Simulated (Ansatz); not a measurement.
One change: `O[SiH2]B(F)F` becomes `CCB(F)F`.

Ansatz, PBE0-D4/def2-TZVP geometries, multiplicity 1. Each molecule was computed in one conformer, which needn't be the lowest.

```tsv
property	`O[SiH2]B(F)F`
zero-point energy (PBE0-D4/def2-TZVP) / kJ/mol	107.0
HOMO energy (PBE/def2-TZVPP) / eV	-7.07
LUMO energy (B3LYP/def2-TZVPP) / eV	-1.32
HOMO energy (B3LYP/def2-TZVPP) / eV	-8.33
LUMO energy (ωB97M-V/def2-TZVPP) / eV	0.94
LUMO energy (PBE0/def2-TZVPP) / eV	-1.10
```

Question: What does the change do to each property? (Best estimate.)

Answer: Computed: 
```csv
property,`CCB(F)F`,shift
zero-point energy (PBE0-D4/def2-TZVP) / kJ/mol,197.2,90.2
HOMO energy (PBE/def2-TZVPP) / eV,-7.91,-0.84
LUMO energy (B3LYP/def2-TZVPP) / eV,0.09,1.41
HOMO energy (B3LYP/def2-TZVPP) / eV,-9.23,-0.90
LUMO energy (ωB97M-V/def2-TZVPP) / eV,1.97,1.03
LUMO energy (PBE0/def2-TZVPP) / eV,0.39,1.49
```

With PBE0 the HOMO falls by 0.90 eV and the LUMO rises by 1.49 eV, so the gap widens by about 2.39 eV. PBE moves the HOMO by -0.84 eV and ωB97M-V by -1.00 eV. The zero-point energy changes by 90.2 kJ/mol with +6 modes.

B3LYP here is the variant with VWN-RPA as its local correlation; programs differ in this.
